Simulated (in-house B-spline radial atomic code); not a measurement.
A run on neutral boron (an excited or competing configuration) that did not converge. Method: non-relativistic wB97X, spin-polarised, spherical fractional occupations, point nucleus; computed with a B-spline radial code for spherical atoms.

Command:
```bash
python run_scf.py task.json out
```
Settings:
```
Z                5
configuration    [He] 2s2 3d1
hamiltonian      nr
method           wb97x
spin_polarised   True
```

First and last ten iterations of the last attempt (damped for 15 steps, keeping 80 % of the old Fock matrix, then DIIS):
```
 iter        energy (Eh)    residual
    1         -23.869773    9.83e-02
    2         -24.355203    2.44e-02
    3         -24.360385    1.96e-02
    4         -24.363615    1.57e-02
    5         -24.365920    1.25e-02
    6         -24.367488    1.00e-02
    7         -24.368567    7.98e-03
    8         -24.369272    6.43e-03
    9         -24.369906    5.27e-03
   10         -24.370176    4.47e-03
  111         -24.371140    1.27e-03
  112         -24.371166    1.15e-03
  113         -24.371181    1.31e-03
  114         -24.371182    1.15e-03
  115         -24.371192    1.10e-03
  116         -24.371339    1.48e-03
  117         -24.371317    2.30e-03
  118         -24.371222    7.03e-04
  119         -24.371251    1.42e-03
  120         -24.371233    9.53e-04
 not converged after 120 iterations
```

The smallest residual met was 4.4e-04; the threshold is about 1e-07. No energy from this run should be used. Time taken, with all properties: 6.3 s on 1 thread of Arm Neoverse N1, with other jobs on the host.
